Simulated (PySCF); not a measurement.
Spinor energies of Ru⁴¹⁺ (ruthenium, charge +41)

Start: [He] 2s1; 2s1/2 filled at m_j = +1/2. Calculated with PySCF 2.14 in an even-tempered Gaussian basis (17 s from 20 bohr⁻², ratio 2.4; 12 p from 26 bohr⁻², ratio 2.4; 5 d from 81 bohr⁻², ratio 2.6; 4 f from 120 bohr⁻², ratio 2.6): generalised Hartree-Fock with the X2C-1e Hamiltonian and a Gaussian nucleus; one run each with spin-orbit coupling (SO) switched off, then screened by Boettger's factors.

```tsv
spinor shell	electrons	ε, spin-free (eV)	ε, screened SO (eV)	weight of nominal j (screened SO)	rms radius, screened SO (bohr)
1s1/2	2	-26024.2	-26024.2	1.000	0.0381
2s1/2	1	-6315.9	-6315.9	1.000	0.146
```

| quantity | spin-free | screened SO |
| --- | --- | --- |
| E (hartree) | -2191.62783 | -2191.62783 |
| M_J | 1/2 | 1/2 |
| ⟨J²⟩ | 0.750 | 0.750 |
| ⟨L²⟩ | 0.000 | 0.000 |
| ⟨S²⟩ | 0.750 | 0.750 |

Each row is a mean over spinors that exchange with the open shell spreads, by up to 29.385 eV (1s1/2).

Breit and QED terms are absent; they matter most for the inner s and p1/2 levels.

Densities and radii are taken from the X2C orbitals without a picture-change correction, which distorts them close to the nucleus.

Without spin-orbit coupling the j labels of p, d and f shells carry no meaning; the spin-free column gives the mean over the occupied spinors of each nl shell.
